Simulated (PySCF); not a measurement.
These 4 structures share the formula C6H15N. Level of theory: PBE0-D3(BJ)/def2-SVP geometry optimisation, gas phase in PySCF. One conformer each; no zero-point energy, no entropy. No frequencies were run at this level. Point groups hold within 0.08 Å.

Task: Rank from lowest to highest electronic energy at this level (kJ/mol).
A. `[CH3:1][CH:2]([CH3:3])[C@H:4]([CH3:5])[CH2:6][NH2:7]` with C1–C2–C4–C5 -71°, C2–C4–C6–N7 -57°, C4–C6–N7–H -70° and 172°
B. `[CH3:1][CH2:2][CH2:3][NH:4][CH2:5][CH2:6][CH3:7]` with C1–C2–C3–N4 178°, C2–C3–N4–C5 180°, C3–N4–C5–C6 180°, N4–C5–C6–C7 -178°
C. `[CH3:1][C:2]([CH3:3])([CH3:4])[CH2:5][CH2:6][NH2:7]` with C2–C5–C6–N7 180°, C5–C6–N7–H -58° and 58°
D. `[CH3:1][CH2:2][N:3]([CH3:4])[CH:5]([CH3:6])[CH3:7]` with C1–C2–N3–C4 76°, C2–N3–C5–C6 69°

Result: C (0.0), A (0.4), B (17.0), D (35.9).

As drawn, the lowest has an N–H bond and a quaternary carbon, which the highest lacks. Neighbours under 10 kJ/mol apart (CC(C)(C)CCN and CC(C)[C@H](C)CN) can change places with a better method, another conformer or zero-point energy.

```csv
SMILES,E (Eh),E rel (kJ/mol),dipole (D),point group,"A, B, C (MHz)"
CC(C)(C)CCN,-291.87392,0.0,1.28,Cs,"4106, 1404, 1390"
CC(C)[C@H](C)CN,-291.87375,0.4,1.44,C1,"3085, 1814, 1573"
CCCNCCC,-291.86746,17.0,0.76,Cs,"13088, 767.1, 746.1"
CCN(C)C(C)C,-291.86023,35.9,0.49,C1,"3447, 1816, 1535"
```

Task: As an exercise, what shares would exp(−E/RT) give at 500 K from these electronic energies alone (no entropy, no degeneracies)?

Result: RT = 4.157 kJ/mol: CC(C)(C)CCN 52.2 %, CC(C)[C@H](C)CN 46.9 %, CCCNCCC 0.9 %, CCN(C)C(C)C under 0.1 %.
